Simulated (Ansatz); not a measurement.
`CC(C)NC(C)(C)C` + `C=CC(=O)O` → methyl acrylate + `CCNC(C)(C)C`  (substitution at a C–C bond)

Program: Ansatz. Geometries: PBE0-D4/def2-TZVP. ΔE: electronic, gas phase. CCSD(T)/CBS is the MP2 limit (def2-TZVPP, def2-QZVPP) plus CCSD(T) − MP2 in def2-TZVPP, frozen cores. DFT in def2-TZVPP. B3LYP here is the variant with VWN-RPA as its local correlation; programs differ in this. HSE06 is defined as in plane-wave codes. One conformer a species, not always the lowest.

```
           level  ΔE (kJ/mol)  difference from CCSD(T)/CBS
     LDA (SPW92)         47.8                         -0.5
      r2SCANh-D4         45.2                         -3.1
        HSE06-D4         46.4                         -1.9
    CAM-B3LYP-D4         41.0                         -7.3
             PBE         40.6                         -7.7
          r2SCAN         42.9                         -5.4
            PBE0         43.4                         -4.9
           B3LYP         35.8                        -12.5
         r2SCANh         43.8                         -4.5
         r2SCAN0         45.1                         -3.2
           HSE06         43.4                         -4.9
           BHLYP         38.0                        -10.3
       CAM-B3LYP         37.7                        -10.6
CCSD(T)/def2-SVP         46.3                         -2.0
  MP2/def2-TZVPP         52.1                          3.8
    HF/CBS(def2)         33.6                        -14.7
     CCSD(T)/CBS         48.3                            0
```

Largest T1 diagnostic among the species: 0.015.

In def2-TZVPP, CCSD(T) changes the Hartree–Fock value by +12.9 kJ/mol (the triples alone add +0.7 kJ/mol) and MP2 by +18.1 kJ/mol. The D4 term adds +5.3 kJ/mol with B3LYP and +3.2 kJ/mol with PBE0; it sums over pairs of atoms, weighted by their polarisabilities, and B3LYP, whose exchange is more repulsive, gets the larger term. Leaving LDA and LC-ωPBE aside and taking each functional with its dispersion term where it has one, the values, not all of them listed here, spread over 8.8 kJ/mol, from BLYP-D4 to PBE-QIDH. LDA lies +7.2 kJ/mol from PBE without D4.
